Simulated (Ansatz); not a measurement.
CH3AlClNS, SMILES `N=[CH][Al]([SH])[Cl]`, 8 atoms. The species carries charge 0 and has multiplicity 1. All runs use 2 threads of an AMD EPYC 9R45 on a shared host. Correlated methods freeze the cores.

Question: How many basis functions does each run have, and how long does it take in Ansatz? RHF-CCSD(T)/def2-TZVPP energy; RKS B97M-V/def2-TZVPP energy; RKS PBE0-D4/def2-TZVP relaxation (10 steps); RKS ωB97M-V/def2-QZVPP energy; RHF-MP2/def2-QZVPP energy; RKS r2SCAN0-D4/def2-TZVPP energy; RHF-CCSD(T)/def2-SVP energy; RKS PBE0-D4/def2-SVP energy; direct RPA on PBE orbitals/def2-TZVPP energy; RKS PBE0-D4/def2-TZVP frequencies; RKS ωB97M-V/def2-SVP energy; RKS revPBE-D4/def2-TZVPP energy. (An estimate is asked.)

Answer: Computed: Other jobs shared the machine, so times are rough.

```csv
level,job,functions,wall time,peak host memory (GiB)
RKS PBE0-D4/def2-SVP,energy,97,0.75 s,0.2
RKS revPBE-D4/def2-TZVPP,energy,230,1.4 s,0.31
RHF-CCSD(T)/def2-SVP,energy,97,2.1 s,0.33
RKS ωB97M-V/def2-SVP,energy,97,2.9 s,0.31
direct RPA on PBE orbitals/def2-TZVPP,energy,230,3 s,0.46
RKS r2SCAN0-D4/def2-TZVPP,energy,230,3.2 s,0.64
RKS B97M-V/def2-TZVPP,energy,230,4.9 s,0.39
RKS ωB97M-V/def2-QZVPP,energy,414,12 s,1.6
RHF-MP2/def2-QZVPP,energy,414,13 s,2
RKS PBE0-D4/def2-TZVP,relaxation (10 steps),191,26 s,0.52
RHF-CCSD(T)/def2-TZVPP,energy,230,48 s,3.6
RKS PBE0-D4/def2-TZVP,frequencies,191,82 s,0.52
```
